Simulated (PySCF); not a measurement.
Species: C8H18BN.
Atom-mapped SMILES: `[CH2:1]=[CH:2][CH2:3][C@@H:4]1[CH2:5][BH2-:6][N+:7]([CH3:8])([CH3:9])[CH2:10]1`

Cartesian coordinates in Å at the PBE0-D3(BJ)/def2-SVP level; atoms count from 1:
```xyz
28
C8H18BN angstrom
C      3.8768    0.0954    1.2065
C      2.8946    0.4869    0.3928
C      2.0972   -0.4187   -0.4929
C      0.6419   -0.6071   -0.0498
C     -0.1957   -1.5200   -0.9739
B     -1.6224   -0.7619   -1.2096
N     -1.5668    0.3784   -0.0099
C     -2.0004   -0.2116    1.2659
C     -2.3924    1.5500   -0.3160
C     -0.1229    0.7128    0.0243
H      4.1849   -0.9539    1.2588
H      4.4126    0.8033    1.8447
H      2.6272    1.5521    0.3742
H      2.0934   -0.0233   -1.5252
H      2.5747   -1.4105   -0.5373
H      0.6808   -1.0342    0.9676
H      0.3248   -1.6541   -1.9360
H     -0.2810   -2.5264   -0.5336
H     -2.6556   -1.4013   -1.0434
H     -1.6535   -0.1037   -2.2475
H     -3.0709   -0.4406    1.2033
H     -1.8149    0.4857    2.0991
H     -1.4601   -1.1478    1.4430
H     -2.0475    1.9937   -1.2575
H     -2.3338    2.2942    0.4950
H     -3.4340    1.2279   -0.4439
H      0.0791    1.3133   -0.8762
H      0.1076    1.3276    0.9113
```

Definitions: NICS(0) = −σiso at the ring centroid; NICS(1) = −σiso and NICS(1)zz = −σzz at ±1 Å along the ring normal z. Level: GIAO HF/pcSseg-1 (PySCF, non-relativistic, gas phase) on the PBE0-D3(BJ)/def2-SVP geometry, one conformer.

Ring bond lengths (Å): C4–C5 1.546, C5–B6 1.633, B6–N7 1.656, N7–C10 1.482, C10–C4 1.527.

Question: Give the NICS values of each ring in ppm.

Answer: 
| ring | type | NICS(0) | NICS(1), two faces | NICS(1)zz, two faces | rms pucker (Å) | centre to ring atoms, mean (Å) |
| --- | --- | --- | --- | --- | --- | --- |
| C4–C5–B6–N7–C10 | 5-membered ring with B and N; formal bonds all single | -5.9 | -4.1 / -3.1 | -4.8 / -1.4 | 0.19 | 1.31 |

Question: What do they say, and how far can they be read as aromaticity?

Answer: 
- C4–C5–B6–N7–C10: mean NICS(1)zz -3.1 ppm, shielded. C4, C5, B6, N7, C10 have four or more neighbours, and the NICS criterion for π rings isn't applied. The two faces differ by 3.4 ppm, so no symmetry operation interchanges them.

Question: At the second NICS(1) probe listed for ring C4–C5–B6–N7–C10, 1 Å off the ring, what do the in-plane components average?

Answer: The isotropic value is a third of the trace: (3 × -3.1 − (-1.4))/2 = -4.0 ppm.

Question: How do the values depend on the level or the medium?

Answer: 
```
             level  NICS(0), C4–C5–B6–N7–C10  mean NICS(1)zz, C4–C5–B6–N7–C10
  HF/pcSseg-1, gas                      -5.9                             -3.1
PBE0/pcSseg-1, gas                      -5.5                             -2.9
```

The geometry is the same throughout.

Hardware: one thread, AMD EPYC 9R45 (x86_64), no GPU, shared host with 96 logical CPUs at a one-minute load of 53. Cost: 23 s wall, 1.2 GiB resident at most. This is the whole shielding run at HF/pcSseg-1, SCF included.
